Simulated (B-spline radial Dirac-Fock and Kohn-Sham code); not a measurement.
Scattering functions of Se⁺

System: the Se⁺ ion in the configuration [Ar] 3d10 4s2 4p3.

The run's input, task.json:

```json
{"items": [{
  "Z": 34,
  "q": 1,
  "cfg": [[1, 0, 2], [2, 0, 2], [2, 1, 6], [3, 0, 2], [3, 1, 6], [3, 2, 10], [4, 0, 2], [4, 1, 3]],
  "A": 80,
  "rrms": 4.14,
  "do": ["scatter"],
  "s": [0.0, 0.05, 0.1, 0.15, 0.2, 0.25, 0.3, 0.35, 0.4, 0.45, 0.5, 0.6, 0.7, 0.8, 0.9, 1.0, 1.1, 1.2, 1.4, 1.6, 1.8, 2.0, 2.5, 3.0, 3.5, 4.0, 5.0, 6.0],
  "pz": [0, 0.1, 0.2, 0.3, 0.4, 0.5, 0.6, 0.8, 1.0, 1.2, 1.4, 1.6, 1.8, 2.0, 2.5, 3.0, 4.0, 5.0, 7.0, 10.0, 15.0, 20.0, 30.0, 40.0, 60.0, 100.0],
  "hv_scatter": [1000, 2000, 5000, 8047.8, 10000, 100000, 200000, 1000000]
}]}
```

Command: `python xray_run.py task.json out`

Calculated with an atomic code on a B-spline grid, using Dirac-Fock orbitals of the configuration average with a finite nucleus. f₀ is the Fourier transform of the spherical electron density, S the Waller-Hartree incoherent function, and s = sin θ/λ.

```
s (Å⁻¹)      f₀       S
      0  33.000   0.000
   0.05  32.442   0.676
    0.1  30.964   2.293
   0.15  29.003   4.144
    0.2  26.960   5.851
   0.25  25.056   7.351
    0.3  23.341   8.684
   0.35  21.787   9.899
    0.4  20.346  11.037
   0.45  18.983  12.119
    0.5  17.682  13.151
    0.6  15.264  15.066
    0.7  13.140  16.787
    0.8  11.359  18.329
    0.9   9.926  19.708
      1   8.808  20.932
    1.1   7.951  22.008
    1.2   7.299  22.948
    1.4   6.395  24.482
    1.6   5.775  25.674
    1.8   5.262  26.635
      2   4.782  27.438
    2.5   3.657  28.960
      3   2.744  29.976
    3.5   2.108  30.646
      4   1.703  31.100
      5   1.292  31.686
      6   1.092  32.076
```

f₀ starts at the number of electrons, 33, and has fallen to half at s ≈ 0.55 Å⁻¹. The sum of ⟨r²⟩ over the electrons is 31.27 bohr².
